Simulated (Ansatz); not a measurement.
Coupled-cluster diagnostics for Si(OAc)2H2 (C4H8O4Si), Ansatz.

Geometry of the singlet (r2SCAN-D4/def2-SVP):

Cartesian coordinates in Å:
```
Si -0.859 -0.075 -0.073
O 0.412 -1.200 -0.340
C -0.023 -2.413 -0.726
C 1.083 -3.395 -0.957
O -1.210 -2.635 -0.858
H 0.672 -4.359 -1.277
H 1.665 -3.517 -0.030
H 1.774 -3.001 -1.717
O 0.137 1.251 0.379
C -0.559 2.363 0.675
C 0.307 3.517 1.073
O -1.772 2.372 0.610
H -0.312 4.397 1.286
H 1.023 3.737 0.267
H 0.898 3.243 1.959
H -1.684 -0.503 1.072
H -1.552 0.219 -1.342
```

Correlated methods freeze 13 core orbitals.

**Question.** Estimate the CCSD(T) correlation energy, the shares of MP2 and (T), T1 and the reference's ⟨S²⟩ for: charge 0, singlet, own geometry in def2-SVP; and the rough time on 4 threads of Intel Xeon on a shared host.

**Answer.** 
```
                          state     basis  correlation (eV)  MP2 share (%)  (T) share (%)     T1  ⟨S²⟩ (pure)  wall time
charge 0, singlet, own geometry  def2-SVP           -39.573           93.0            3.0  0.016  0.00 (0.00)    1.8 min
```
Customary marks for T1 are 0.02 (closed shells), 0.045 (open shells) and about 0.05 (3d metals). T1 stays under 0.02 throughout.
